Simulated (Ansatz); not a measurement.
Consider the ligand exchange at a Ge–C bond: `N[CH](F)[GeH3]` + `[SiH3][SiH2]S` → `[SiH3][SiH2][S][GeH3]` + `NCF`.

Program: Ansatz. Geometries: PBE0-D4/def2-TZVP. ΔE: electronic, gas phase. CCSD(T)/CBS adds triple-zeta CCSD(T) − MP2 to the extrapolated MP2 energy (def2 sets, frozen cores). DFT in def2-TZVPP. For Ge outer-core shells are correlated without core-valence functions, which leaves a few kJ/mol of doubt a bond. Scalar relativity is left out up to krypton. One conformer a species, not always the lowest.

Problem. Is it downhill or uphill in electronic energy at CCSD(T)/CBS, and by how much? (Estimate.)

Solution. Computed: Downhill: ΔE = -85.8 kJ/mol.

Problem. What do these levels give: PBE-D4, r2SCAN-D4, PBE0-D4, PBE, r2SCAN, PBE0, HF/def2-TZVPP, CCSD/def2-TZVPP, CCSD(T)/def2-TZVPP, SCS-MP2/def2-QZVPP, MP2/CBS(def2), CCSD/CBS(def2)? (Estimate.)

Solution. Computed: PBE-D4 -84.2, r2SCAN-D4 -85.4, PBE0-D4 -89.4, PBE -80.8, r2SCAN -84.4, PBE0 -86.0, HF/def2-TZVPP -93.9, CCSD/def2-TZVPP -84.4, CCSD(T)/def2-TZVPP -84.7, SCS-MP2/def2-QZVPP -89.1, MP2/CBS(def2) -91.3, CCSD/CBS(def2) -85.6 kJ/mol.

Largest T1 diagnostic among the species: 0.012.

In def2-TZVPP, CCSD(T) changes the Hartree–Fock value by +9.2 kJ/mol (the triples alone add −0.3 kJ/mol) and MP2 by +3.7 kJ/mol. The D4 term adds −5.6 kJ/mol with B3LYP and −3.3 kJ/mol with PBE0; it sums over pairs of atoms, weighted by their polarisabilities, and B3LYP, whose exchange is more repulsive, gets the larger term. From PBE to PBE0 (25 % exact exchange), in def2-TZVPP and without D4, ΔE moves by −5.3 kJ/mol.

B3LYP here is the variant with VWN-RPA as its local correlation; programs differ in this.
